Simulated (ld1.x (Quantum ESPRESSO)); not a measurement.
# Pseudopotential generation for Cs (Z = 55): PAW, PBE, scalar-relativistic.

caesium (Cs), PAW, made with ld1.x (Quantum ESPRESSO) 7.5 (PBE, scalar-relativistic). Core [Kr] 4d10, reference 5s2 5p6 5d1 6s0 6p0. Waves: 5s (bound): rcut 2.60, rcutus 3.30 bohr; 6s (bound, empty): rcut 2.60, rcutus 3.30 bohr; 5p (bound): rcut 3.95, rcutus 4.45 bohr; 6p (bound, empty): rcut 3.95, rcutus 4.45 bohr; 5d (bound): rcut 3.00, rcutus 4.10 bohr; 5d channel at 3.4 Ry: rcut 3.00, rcutus 4.10 bohr. Local part: all-electron potential smoothed inside 3.55 bohr (lloc = -2). Core correction: Bessel-smoothed model core, default radius (core density twice the valence density). Augmentation charge: BESSEL, radius 2.15 bohr.

All-electron outer shells of the reference configuration (PBE, scalar-relativistic, ld1.x):

```tsv
shell	level (eV)	outermost node (bohr)	outermost maximum (bohr)
4p	-160.99	0.36	0.67
4d	-74.42	0.33	0.72
5s	-26.87	0.82	1.54
5p	-13.69	0.89	1.79
6s	-2.22	2.11	4.68
6p	-0.94	2.61	7.34
5d	-0.58	1.06	3.46
```

(1) Estimate the cutoffs (Ry, on a coarse ladder) from which the occupation-weighted sum of valence levels, in a spherical-Bessel basis at the reference potential, stays within 10 and 1 mRy of its value at 400 Ry.

(2) Does the potential have ghost states?

(3) Is the overlap operator S = 1 + Σ q|β⟩⟨β| positive definite (Bessel basis up to 400 Ry)?

Results:

(1) 6 Ry and 6 Ry.

(2) No extra level below or beside the all-electron valence levels (s, p, d, f tested).

(3) Yes: its lowest eigenvalue is 0.08 (s channel).

Its largest configuration-test error is +1.6 meV (5s2 5p6 5d0 6s1 6p0). Test run stopped at test 3 of 7 (negative rho), 1 before it not solved. Not counted: 5s2 5p6 5d0 6s0 6p0 (solver errors, printed error -376 eV).
